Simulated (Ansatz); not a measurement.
`[F][Y]([F])[Cl]` and `[OH][Y]([F])[F]` differ in one atom or group.

Ansatz, PBE0-D4/def2-TZVP geometries, multiplicity 1. Each molecule was computed in one conformer, which needn't be the lowest.

Elements past krypton have def2 core potentials. Outer-core shells of Y are correlated without core-valence functions. Spin–orbit coupling is left out.

```csv
property,`[F][Y]([F])[Cl]`
size of the dipole moment (B3LYP/def2-TZVPP) / D,0.63
vertical ionisation energy (CCSD(T)/def2-TZVPP) / eV,11.53
HOMO energy (PBE0/def2-TZVPP) / eV,-8.98
HOMO–LUMO gap (ωB97M-V/def2-TZVPP) / eV,10.10
LUMO energy (ωB97M-V/def2-TZVPP) / eV,-1.17
HOMO–LUMO gap (PBE0/def2-TZVPP) / eV,6.42
```

What does the change do to each property? (An estimate is asked.)

Computed: 
| property | `[OH][Y]([F])[F]` | shift |
| --- | --- | --- |
| size of the dipole moment (B3LYP/def2-TZVPP) / D | 2.35 | 1.72 |
| vertical ionisation energy (CCSD(T)/def2-TZVPP) / eV | 11.52 | -0.01 |
| HOMO energy (PBE0/def2-TZVPP) / eV | -8.83 | 0.15 |
| HOMO–LUMO gap (ωB97M-V/def2-TZVPP) / eV | 10.61 | 0.51 |
| LUMO energy (ωB97M-V/def2-TZVPP) / eV | -0.72 | 0.45 |
| HOMO–LUMO gap (PBE0/def2-TZVPP) / eV | 6.83 | 0.41 |

With PBE0 the HOMO rises by 0.15 eV and the LUMO rises by 0.56 eV, so the gap widens by about 0.41 eV. PBE moves the HOMO by 0.42 eV and ωB97M-V by -0.07 eV. The zero-point energy changes by 29.8 kJ/mol with +3 modes. Dipoles are sizes alone; their direction can turn.

B3LYP here is the variant with VWN-RPA as its local correlation; programs differ in this.
